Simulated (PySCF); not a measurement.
C2H9GaN, SMILES [CH3][Ga]([CH3])<-[NH3] (connectivity only; charge and spin as stated), neutral, multiplicity 2.

The structure is a stationary point at r2SCAN-D4/def2-SVP. The spin state was assumed, not searched. The isomer is the one that the SMILES or the coordinates give; other isomers of the formula were not compared.

Two levels are set side by side: PBE/def2-TZVP (PySCF) and PBE0/def2-TZVP (PySCF). Same geometry, gas phase. Differences are taken from unrounded values.

| quantity | PBE0 |
|---|---|
| α-spin orbital gap (eV) | 4.01 |
| β-spin orbital gap (eV) | 5.73 |
| dipole moment (D) | 4.55 |
| mean polarisability (bohr³) | 77.4 |

Q: What does PBE give, and how far is it from PBE0? (An estimate is asked for; the answer gives what the named calculation found.)

A: 
```json
[
 {"quantity": "α-spin orbital gap (eV)", "PBE": "2.25", "PBE minus PBE0": "-1.75"},
 {"quantity": "β-spin orbital gap (eV)", "PBE": "3.69", "PBE minus PBE0": "-2.04"},
 {"quantity": "dipole moment (D)", "PBE": "4.44", "PBE minus PBE0": "-0.11"},
 {"quantity": "mean polarisability (bohr³)", "PBE": "81.9", "PBE minus PBE0": "4.5"}
]
```

PBE's more diffuse valence density responds more strongly to a field. Differences between two approximate levels are no errors against the true value.

Rough cost on one machine, each run with all the roots and properties that it gave: PBE0 against PBE within a factor of 2.
